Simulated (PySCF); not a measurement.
Computed shifts of a molecule C₄H₅BO, KT2/pcSseg-1 (PySCF), GIAO, gas phase, equivalent atoms averaged, in ppm (number of nuclei): ¹³C: 128.1 (1), 87.7 (1), 86.4 (2). ¹H: 5.73 (1), 5.16 (4). References: ¹³C against TMS (σ = 185.1 ppm); ¹¹B against BF3 (σ = 89.8 ppm); ¹⁷O against H2O (σ = 330.4 ppm); ¹H against TMS (σ = 31.47 ppm), references at their B3LYP-D3(BJ)/def2-TZVP geometries, non-relativistic. Geometry: r2SCAN-D4/def2-SVP. The values are those of a single conformer.

### Question
Which structure fits?
(A) C#CB1COC1
(B) OB1C=CC=C1
(C) C=CB1C=CO1
(D) C#CB(O)C=C

### Answer
A, C#CB1COC1
